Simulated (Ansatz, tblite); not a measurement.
Forces on W(OH)F5 (WOF5H) at its B3LYP-D4/def2-SVP geometry. The state is a singlet with charge 0.

In the def2 sets W takes a core potential; there is no spin–orbit coupling. The xTB rows come from tblite.

GFN1-xTB (tblite), largest force 2.22 eV/Å:

```xyz
8
positions Å, forces eV/Å
W    -0.140   -0.265    0.085   -0.222   -0.421    0.136
O     0.682    1.297   -0.417   -0.804   -1.529    0.494
H     1.115    2.116   -0.678   -0.169   -0.320    0.101
F    -0.971   -1.847    0.594    0.993    1.889   -0.608
F    -1.728    0.216   -0.758    1.882   -0.542    0.984
F     1.385   -0.867    0.966   -1.781    0.733   -1.046
F    -0.757    0.487    1.671    0.739   -0.860   -1.875
F     0.414   -1.137   -1.463   -0.639    1.051    1.814
```

GFN2-xTB (tblite), largest force 0.36 eV/Å:

```
W 0.064 0.123 -0.040
O -0.162 -0.309 0.101
H 0.006 0.013 -0.005
F 0.111 0.213 -0.069
F 0.010 -0.015 0.011
F -0.020 -0.005 -0.005
F 0.000 -0.017 -0.012
F -0.011 -0.002 0.018
```

PBE0-D4/def2-TZVP (Ansatz), largest force 0.63 eV/Å:

```
W 0.015 0.029 -0.008
O -0.175 -0.333 0.108
H -0.170 -0.322 0.103
F 0.282 0.536 -0.172
F 0.517 -0.153 0.272
F -0.492 0.198 -0.287
F 0.201 -0.240 -0.515
F -0.178 0.286 0.501
```
